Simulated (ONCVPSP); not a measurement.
**Transferability test, ONCV potential for Pd**

palladium (Pd), optimised norm-conserving Vanderbilt (ONCV), made with ONCVPSP 4.0.1 (Wu-Cohen, fully relativistic). Core [Ar] 3d10, reference 4s2 4p6 4d10. Waves: 4s: rc 1.40 bohr, ncon 4, nbas 8, qcut 11.4 1/bohr, 3 projectors, debl 3.7 Ha; 4p: rc 1.55 bohr, ncon 4, nbas 9, qcut 10.3 1/bohr, 1 projector; 4d: rc 2.00 bohr, ncon 3, nbas 7, qcut 7.8 1/bohr, 2 projectors, debl 0.4 Ha. Local part: polynomial inside 1.20 bohr (lpopt 5, dvloc0 0 Ha). Core correction: none.

Open shells are filled in proportion to 2j + 1.

Energies are relative to the spin-unpolarised reference configuration 4s2 4p6 4d10; without spin polarisation the order of configurations can differ from experiment. Not all tests gave a result: 1 of 4 tests not solved or not reliable.

| valence configuration | charge | ΔE all-electron (eV) | error AE − PS (meV) |
| --- | --- | --- | --- |
| 4s2 4p6 4d9 | +1 | 9.125 | +1.3 |
| 4s2 4p6 4d8 | +2 | 29.954 | +17 |
| 4s2 4p6 4d9 5s1 | 0 | 1.528 | +5.0 |
